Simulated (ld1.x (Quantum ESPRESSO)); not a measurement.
# Transferability test, TM potential for Ag (Z = 47)

- Element: Ag (Z = 47)
- Generator: ld1.x (Quantum ESPRESSO) 7.5
- Type: norm-conserving Troullier–Martins (Kleinman–Bylander form)
- Functional: LDA (PZ)
- Relativity: scalar-relativistic
- Frozen core: [Kr]
- Valence charge: 11
- Reference configuration: 4d10 5s1 5p0
- Partial waves: 5p (bound, empty): rc 3.55 bohr; 4d (bound): rc 1.90 bohr; 5s (bound): rc 2.40 bohr
- Local potential: the s channel
- Core correction: a·sin(br)/r model core inside 1.70 bohr

Energies are relative to the spin-unpolarised reference configuration 4d10 5s1 5p0; without spin polarisation the order of configurations can differ from experiment. Spin-polarised rows fill each open shell by Hund’s rule, majority spin first.

| valence configuration | charge | ΔE all-electron (eV) | error AE − PS (meV) |
| --- | --- | --- | --- |
| 4d10 5s0 5p0 | +1 | 8.102 | -11 |
| 4d8 5s0 5p0 | +3 | 66.919 | -629 |
| 4d9 5s1 5p1 | 0 | 8.572 | -117 |
| 4d10 5s0 5p1 | 0 | 4.021 | -1.2 |
| 4d10 5s0.5 5p0 | +0.5 | 3.186 | -2.4 |
| 4d9 5s1 5p0 | +1 | 13.379 | -107 |
| 4d10 5s1 5p0 (spin-polarised) | 0 | -0.149 | -0.2 |

Q: What are ΔE and the potential's error for 4d9 5s0 5p0 (spin-polarised)?

A: ΔE = 30.325 eV all-electron; the error (AE − PS) is -56 meV.

Q: What are ΔE and the potential's error for 4d9 5s0 5p0?

A: ΔE = 30.485 eV all-electron; the error (AE − PS) is -126 meV.
